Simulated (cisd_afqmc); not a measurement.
Input (AFQMC/CISD/def2-TZVPP; cisd_afqmc is a phaseless AFQMC code with CISD trial states that reads the integrals written by Ansatz):

Ansatz 0.2 input:
```python
import cisd_afqmc

open("ham.yaml", "w").write("""\
crystal:
  periodic: [false, false, false]
  atoms:
    - {symbol: La, position_ang: [-0.05896042, 0.06735493, 0.17856605]}
    - {symbol: Cl, position_ang: [-2.16104403, -1.36952636, -0.44669493]}
    - {symbol: Cl, position_ang: [0.24953553, 2.35909852, -1.05718321]}
    - {symbol: Cl, position_ang: [2.10919933, -1.21540927, 0.90515669]}
basis:
  gaussian:
    orbitals: def2-TZVPP
magnetization: {spin_polarized: false}
correlation: {method: ccsd, electrons: outside_noble_gas, hamiltonian_folder: ham}
""")
rep = cisd_afqmc.ansatz("ham.yaml")
e_ccsd = rep["correlation"]["coupled_cluster"]["energy"]["hartree"]
out = cisd_afqmc.run("ham", e_ccsd, trial="CISD", walkers=2000, populations=1, threads=12, dt=0.005, steps=40, early=36, settle=10, least=100,
    cut=5e-5, rank_cut=2e-4, target=0.0007, seconds=1500, seed=4, memory=62639, gpu=True)
```

Output:

```
orbitals 163, occupied [12], factors 910 of 1096, rank of the doubles 521 of 1812
E(HF) = -1409.981544
E(CCSD) on the cut factors = -1410.647136, shift to the whole factors -0.000014
Energy of the trial state on the determinant = -1410.647121
  tau behind 10.8 of longer steps, mean of the populations' last blocks
   2.0  -1410.67663
   4.0  -1410.67905
   6.0  -1410.67818
   8.0  -1410.68038
  10.0  -1410.67749
  12.0  -1410.67676
  14.0  -1410.67670
  16.0  -1410.67759
  18.0  -1410.67700
  20.0  -1410.67636
  22.0  -1410.67715
blocks 100 (0 outliers left out), error by blocks joined: 1: 0.00020, 2: 0.00025, 4: 0.00032, 8: 0.00040
E(AFQMC/CISD) = -1410.67767 +/- 0.00040
```

The error still grows at the longest joins of blocks, or few joins were possible, so the printed bar may be too narrow.
